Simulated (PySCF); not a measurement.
Isomers of C4H8O4, one GFN2-xTB conformer each. Single-point energies are computed at PBE0/pcSseg-1 (PySCF, gas phase, no added dispersion term), electronic only.

| SMILES | GFN2-xTB relative energy (kJ/mol) |
| --- | --- |
| OCC1OCOCO1 | 46.1 |
| COCOC(=O)OC | 0.0 |

Conformers: `[OH:1][CH2:2][CH:3]1[O:4][CH2:5][O:6][CH2:7][O:8]1` with H–O1–C2–C3 -56°, O1–C2–C3–O4 -178°, C2–C3–O4–C5 -174°, C3–O4–C5–O6 56°, O4–C5–O6–C7 -56°, C5–O6–C7–O8 56°; `[CH3:1][O:2][CH2:3][O:4][C:5](=[O:6])[O:7][CH3:8]` with C1–O2–C3–O4 67°, O2–C3–O4–C5 176°, C3–O4–C5–O6 1°, O4–C5–O7–C8 180°.

Q: What does PBE0/pcSseg-1 give for the same structures?

A: 
| SMILES | PBE0/pcSseg-1 E (Eh) | PBE0/pcSseg-1 (kJ/mol) | GFN2-xTB (kJ/mol) | point group |
| --- | --- | --- | --- | --- |
| COCOC(=O)OC | -457.58612 | 0.0 | 0.0 | C1 |
| OCC1OCOCO1 | -457.56088 | 66.3 | 46.1 | C1 |

Both levels put the same isomer lowest. As drawn, the lower has a C=O bond and a C(=O)–O unit, which the higher lacks; the higher has an O–H bond, which the lower lacks.

Q: Which frontier levels, dipoles and rotational constants go with these structures?

A: 
```json
{"SMILES": "COCOC(=O)OC", "HOMO (eV, PBE0/pcSseg-1)": "-8.24", "LUMO (eV)": "1.16", "dipole (D)": "1.57", "A, B, C (MHz)": "6186, 961.9, 873.0"}
{"SMILES": "OCC1OCOCO1", "HOMO (eV, PBE0/pcSseg-1)": "-7.95", "LUMO (eV)": "1.55", "dipole (D)": "1.91", "A, B, C (MHz)": "4654, 1491, 1197"}
```
